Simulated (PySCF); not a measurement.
These 2 structures share the formula C5H7NO2. Level of theory: PySCF, PBE0-D3(BJ)/def2-SVP geometry optimisation, gas phase. Energies are electronic, without zero-point or thermal terms, for one conformer each. No frequencies were run at this level. Point groups hold within 0.08 Å.

**Question.** Rank from lowest to highest electronic energy at this level (kcal/mol).
A. `[CH3:1][O:2][CH2:3][c:4]1[cH:5][n:6][o:7][cH:8]1` with C1–O2–C3–C4 -73°, O2–C3–C4–C5 147°
B. `[CH2:1]=[CH:2][C:3](=[O:4])[CH2:5][C:6]([NH2:7])=[O:8]` with C1–C2–C3–O4 1°, C2–C3–C5–C6 -145°, C3–C5–C6–N7 -37°, C5–C6–N7–H 14° and 176°

**Answer.** B (0.0), A (48.6).

As drawn, the lower has a C=O bond, an N–H bond and a C(=O)–N unit, which the higher lacks; the higher has an aromatic ring and an N–O linkage, which the lower lacks.

```csv
SMILES,E (Eh),E rel (kcal/mol),dipole (D),point group,"A, B, C (MHz)"
C=CC(=O)CC(N)=O,-399.20809,0.0,3.24,C1,"5223, 1130, 963.7"
COCc1cnoc1,-399.13056,48.6,2.57,C1,"5167, 1293, 1194"
```

**Question.** How do the relative energies change in single points at CAM-B3LYP/def2-SVPD (no added dispersion term) on the same geometries?

**Answer.** 
```
         SMILES  PBE0-D3(BJ)/def2-SVP (kcal/mol)  CAM-B3LYP/def2-SVPD (kcal/mol)  shift
C=CC(=O)CC(N)=O                              0.0                             0.0    0.0
     COCc1cnoc1                             48.6                            52.1   +3.5
```

Each column counts from its own lowest isomer. The order is unchanged; the largest shift is 3.5 kcal/mol.
